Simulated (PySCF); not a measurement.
Isomers of C5H11O2P, mass 134.050 u with the commonest isotopes. Method: PBE0/pcSseg-1 in PySCF (dipole) on a GFN2-xTB geometry, gas phase. One conformer each, none proved a minimum here; rigid rotors.

Question: Order these by out-of-plane moment Σ m c² = (Ia + Ib − Ic)/2, smallest first.
A. `[CH2:1]=[CH:2][P@@:3](=[O:4])([OH:5])[CH:6]([CH3:7])[CH3:8]` with C1–C2–P3–O4 6°, C2–P3–O5–H -115°, C2–P3–C6–C7 64°
B. `[CH2:1]=[C:2]([CH3:3])[P@@:4](=[O:5])([OH:6])[CH2:7][CH3:8]` with C1–C2–P4–O5 4°, C2–P4–O6–H -115°, C2–P4–C7–C8 178°
C. `[CH3:1][CH2:2][P@@:3](=[O:4])([OH:5])[CH:6]1[CH2:7][CH2:8]1` with C1–C2–P3–O4 60°, C2–P3–O5–H -123°, C2–P3–C6–C7 -147°
D. `[CH3:1][CH2:2][P:3]([CH3:4])[C:5](=[O:6])[O:7][CH3:8]` with C1–C2–P3–C4 -75°, C2–P3–C5–O6 129°, P3–C5–O7–C8 -176°

Answer: D (28.27 u·Å²), A (64.53 u·Å²), C (72.08 u·Å²), B (76.45 u·Å²).

Question: Order these by rotational constant B, largest first.
A. `[CH3:1][CH2:2][P@@:3](=[O:4])([OH:5])[CH:6]1[CH2:7][CH2:8]1` with C1–C2–P3–O4 60°, C2–P3–O5–H -123°, C2–P3–C6–C7 -147°
B. `[CH3:1][CH2:2][P:3]([CH3:4])[C:5](=[O:6])[O:7][CH3:8]` with C1–C2–P3–C4 -75°, C2–P3–C5–O6 129°, P3–C5–O7–C8 -176°
C. `[CH2:1]=[C:2]([CH3:3])[P@@:4](=[O:5])([OH:6])[CH2:7][CH3:8]` with C1–C2–P4–O5 4°, C2–P4–O6–H -115°, C2–P4–C7–C8 178°
D. `[CH2:1]=[CH:2][P@@:3](=[O:4])([OH:5])[CH:6]([CH3:7])[CH3:8]` with C1–C2–P3–O4 6°, C2–P3–O5–H -115°, C2–P3–C6–C7 64°

Answer: D (1451 MHz), A (1386 MHz), C (1292 MHz), B (1126 MHz).

Question: Order these by radius of gyration √(Σ m r²/M), smallest first.
A. `[CH3:1][CH2:2][P@@:3](=[O:4])([OH:5])[CH:6]1[CH2:7][CH2:8]1` with C1–C2–P3–O4 60°, C2–P3–O5–H -123°, C2–P3–C6–C7 -147°
B. `[CH2:1]=[C:2]([CH3:3])[P@@:4](=[O:5])([OH:6])[CH2:7][CH3:8]` with C1–C2–P4–O5 4°, C2–P4–O6–H -115°, C2–P4–C7–C8 178°
C. `[CH3:1][CH2:2][P:3]([CH3:4])[C:5](=[O:6])[O:7][CH3:8]` with C1–C2–P3–C4 -75°, C2–P3–C5–O6 129°, P3–C5–O7–C8 -176°

Answer: A (1.935 Å), B (1.957 Å), C (2.127 Å).

```
              SMILES  point group  Ia (u·Å²)  Ib (u·Å²)  Ic (u·Å²)      κ  μa (D)  μb (D)  μc (D)
 CC[P@@](=O)(O)C1CC1           C1     209.15     364.65     429.65  -0.66    0.93    1.96    1.69
C=C(C)[P@@](=O)(O)CC           C1     198.43     391.18     436.71  -0.81    0.92    2.53    0.05
C=C[P@@](=O)(O)C(C)C           C1     214.13     348.39     433.46  -0.52    0.11    0.94    2.11
       CCP(C)C(=O)OC           C1     185.85     448.93     578.24  -0.73    0.24    1.90    0.89
```
